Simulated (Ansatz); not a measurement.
C$_{3}$H$_{10}$AlFO, SMILES `C[OH+][Al-]([CH3])([CH3])[F]`, relaxed with RKS PBE0-D4/def2-TZVP in Ansatz 0.2.0 from a PBE-D4/def2-SVP geometry. The force threshold is 0.005 eV/Å; the program also tests the step.

The species carries charge 0 and has multiplicity 1.

Start:

```xyz
16

C    -1.775   -1.386    0.013
O    -0.486   -1.184    0.615
Al    0.901    0.166    0.002
C     0.149    0.893   -1.669
C     1.315    1.271    1.572
F     1.898   -1.236   -0.202
H    -2.367   -0.471    0.200
H    -1.697   -1.545   -1.081
H    -2.284   -2.247    0.489
H     0.111   -1.951    0.442
H    -0.782    1.479   -1.507
H    -0.076    0.106   -2.420
H     0.870    1.588   -2.151
H     0.466    1.926    1.864
H     1.578    0.651    2.455
H     2.180    1.941    1.377
```

(1) How much energy does the relaxation release, and in how many steps? (An estimate is asked.)

(2) Which bonds change most? (An estimate is asked.)

(3) Give the relaxed structure. (An estimate is asked.)

Results:

(1) Computed: 1.96 kcal/mol, in 13 steps.

(2) The calculation gave: Al3–F6 from 1.733 to 1.691 Å; O2–Al3 from 2.031 to 1.992 Å; O2–H10 from 0.987 to 0.966 Å; C1–H8 from 1.109 to 1.091 Å.

(3) Ansatz gave: 
```xyz
16

C    -1.751   -1.287    0.099
O    -0.380   -1.264    0.500
Al    0.956    0.112   -0.039
C     0.202    0.852   -1.692
C     1.199    1.223    1.549
F     2.071   -1.142   -0.256
H    -2.182   -0.335    0.400
H    -1.840   -1.400   -0.982
H    -2.270   -2.097    0.614
H     0.065   -2.097    0.297
H    -0.736    1.393   -1.525
H     0.013    0.089   -2.455
H     0.894    1.573   -2.140
H     0.284    1.763    1.815
H     1.499    0.635    2.422
H     1.974    1.981    1.392
```
